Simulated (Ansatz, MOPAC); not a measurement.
Molecule: 2-methylpropane-1-selenol, C$_{4}$H$_{10}$Se, net charge 0, singlet state. SMILES: CC(C)C[SeH]

Atoms: C1, C2, C3, C4, Se5, H6, H7, H8, H9, H10, H11, H12, H13, H14, H15. Bonds: C1-C2, C1-H6, C1-H7, C1-H8, C2-C3, C2-C4, C2-H9, C3-H10, C3-H11, C3-H12, C4-Se5, C4-H13, C4-H14, Se5-H15.

Bond lengths (Å) and angles (degrees) optimised at PM7 with MOPAC; MNDO with MOPAC; HF/STO-3G with Ansatz (a program for electronic structure); PBE/6-31G* with LANL2DZ past Ar with Ansatz; B3LYP/6-31G* with LANL2DZ past Ar with Ansatz; MP2/6-31G* with LANL2DZ past Ar with Ansatz, each started from the B3LYP-D3(BJ)/def2-TZVP structure (Ansatz) of the last column. A row stands for all coordinates that are equal there; 13 of 30 kinds are shown. 6-31G* holds six Cartesian d functions. No wavenumbers were computed at MNDO, HF/STO-3G, PBE/6-31G* with LANL2DZ past Ar, MP2/6-31G* with LANL2DZ past Ar, so these may be saddle points.

```json
[
 {"coordinate": "C1-C2", "PM7": "1.537", "MNDO": "1.545", "HF/STO-3G": "1.547", "PBE/6-31G* with LANL2DZ past Ar": "1.540", "B3LYP/6-31G* with LANL2DZ past Ar": "1.539", "MP2/6-31G* with LANL2DZ past Ar": "1.529", "B3LYP-D3(BJ)/def2-TZVP": "1.531"},
 {"coordinate": "C1-H6", "PM7": "1.095", "MNDO": "1.109", "HF/STO-3G": "1.086", "PBE/6-31G* with LANL2DZ past Ar": "1.104", "B3LYP/6-31G* with LANL2DZ past Ar": "1.096", "MP2/6-31G* with LANL2DZ past Ar": "1.094", "B3LYP-D3(BJ)/def2-TZVP": "1.092"},
 {"coordinate": "C1-H7", "PM7": "1.095", "MNDO": "1.109", "HF/STO-3G": "1.086", "PBE/6-31G* with LANL2DZ past Ar": "1.105", "B3LYP/6-31G* with LANL2DZ past Ar": "1.097", "MP2/6-31G* with LANL2DZ past Ar": "1.096", "B3LYP-D3(BJ)/def2-TZVP": "1.093"},
 {"coordinate": "C2-C3", "PM7": "1.533", "MNDO": "1.542", "HF/STO-3G": "1.545", "PBE/6-31G* with LANL2DZ past Ar": "1.536", "B3LYP/6-31G* with LANL2DZ past Ar": "1.535", "MP2/6-31G* with LANL2DZ past Ar": "1.527", "B3LYP-D3(BJ)/def2-TZVP": "1.529"},
 {"coordinate": "C2-C4", "PM7": "1.525", "MNDO": "1.535", "HF/STO-3G": "1.550", "PBE/6-31G* with LANL2DZ past Ar": "1.532", "B3LYP/6-31G* with LANL2DZ past Ar": "1.532", "MP2/6-31G* with LANL2DZ past Ar": "1.525", "B3LYP-D3(BJ)/def2-TZVP": "1.526"},
 {"coordinate": "C2-H9", "PM7": "1.119", "MNDO": "1.121", "HF/STO-3G": "1.091", "PBE/6-31G* with LANL2DZ past Ar": "1.108", "B3LYP/6-31G* with LANL2DZ past Ar": "1.099", "MP2/6-31G* with LANL2DZ past Ar": "1.098", "B3LYP-D3(BJ)/def2-TZVP": "1.095"},
 {"coordinate": "C3-H11", "PM7": "1.096", "MNDO": "1.110", "HF/STO-3G": "1.085", "PBE/6-31G* with LANL2DZ past Ar": "1.104", "B3LYP/6-31G* with LANL2DZ past Ar": "1.096", "MP2/6-31G* with LANL2DZ past Ar": "1.094", "B3LYP-D3(BJ)/def2-TZVP": "1.091"},
 {"coordinate": "C4-Se5", "PM7": "1.968", "MNDO": "1.965", "HF/STO-3G": "1.946", "PBE/6-31G* with LANL2DZ past Ar": "2.038", "B3LYP/6-31G* with LANL2DZ past Ar": "2.034", "MP2/6-31G* with LANL2DZ past Ar": "1.998", "B3LYP-D3(BJ)/def2-TZVP": "1.988"},
 {"coordinate": "C1-C2-C3", "PM7": "109.8", "MNDO": "111.8", "HF/STO-3G": "110.5", "PBE/6-31G* with LANL2DZ past Ar": "110.9", "B3LYP/6-31G* with LANL2DZ past Ar": "110.8", "MP2/6-31G* with LANL2DZ past Ar": "110.5", "B3LYP-D3(BJ)/def2-TZVP": "110.8"},
 {"coordinate": "C1-C2-C4", "PM7": "109.5", "MNDO": "111.1", "HF/STO-3G": "109.7", "PBE/6-31G* with LANL2DZ past Ar": "109.0", "B3LYP/6-31G* with LANL2DZ past Ar": "109.1", "MP2/6-31G* with LANL2DZ past Ar": "109.0", "B3LYP-D3(BJ)/def2-TZVP": "109.4"},
 {"coordinate": "C3-C2-C4", "PM7": "111.1", "MNDO": "113.2", "HF/STO-3G": "112.0", "PBE/6-31G* with LANL2DZ past Ar": "112.5", "B3LYP/6-31G* with LANL2DZ past Ar": "112.6", "MP2/6-31G* with LANL2DZ past Ar": "112.4", "B3LYP-D3(BJ)/def2-TZVP": "112.2"},
 {"coordinate": "C2-C4-Se5", "PM7": "109.8", "MNDO": "113.1", "HF/STO-3G": "112.7", "PBE/6-31G* with LANL2DZ past Ar": "111.4", "B3LYP/6-31G* with LANL2DZ past Ar": "111.8", "MP2/6-31G* with LANL2DZ past Ar": "111.9", "B3LYP-D3(BJ)/def2-TZVP": "111.5"},
 {"coordinate": "C2-C1-H6", "PM7": "111.1 to 111.7", "MNDO": "110.9 to 112.1", "HF/STO-3G": "108.9 to 110.4", "PBE/6-31G* with LANL2DZ past Ar": "110.7 to 111.2", "B3LYP/6-31G* with LANL2DZ past Ar": "110.7 to 111.2", "MP2/6-31G* with LANL2DZ past Ar": "110.0 to 110.8", "B3LYP-D3(BJ)/def2-TZVP": "110.7"}
]
```

A range marks coordinates that this level makes unequal.

Mean signed difference of all 14 bond lengths from B3LYP-D3(BJ)/def2-TZVP: PM7 0.003 Å, MNDO 0.012 Å, HF/STO-3G -0.004 Å, PBE/6-31G* with LANL2DZ past Ar 0.016 Å, B3LYP/6-31G* with LANL2DZ past Ar 0.009 Å, MP2/6-31G* with LANL2DZ past Ar 0.004 Å.
